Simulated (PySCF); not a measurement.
SMILES F[Si](F)O[Si](F)(F)F (F5OSi2), doublet (PBE0/def2-SVP optimised geometry):

```
8

F     -1.046     0.768     0.000
Si    -0.564    -0.768     0.000
F      1.046    -0.768     0.000
O     -1.068    -1.446    -1.411
Si    -1.685    -2.528    -2.438
F     -1.218    -2.204    -3.922
F     -3.275    -2.500    -2.386
F     -1.201    -3.997    -2.059
```

Level of theory: unrestricted PBE0/def2-TZVP (PySCF).

**Question.** What are the frontier orbital energies (α orbitals alone; a β orbital can be the lowest empty one) and the dipole moment?

**Answer.** HOMO-2 -11.93 eV, HOMO-1 -11.52 eV, HOMO -7.96 eV, LUMO 0.10 eV, LUMO+1 0.47 eV; dipole moment 1.18 D.

On the same geometry unrestricted PBE/def2-TZVP (PySCF) gives HOMO-2 -9.98 eV, HOMO-1 -9.61 eV, HOMO -6.54 eV, LUMO -0.85 eV, LUMO+1 -0.38 eV; dipole moment 1.02 D.

Meta-Löwdin charges at PBE0/def2-TZVP: F1 -0.47, Si2 1.37, F3 -0.48, O4 -0.82, Si5 1.83, F6 -0.48, F7 -0.48, F8 -0.48.
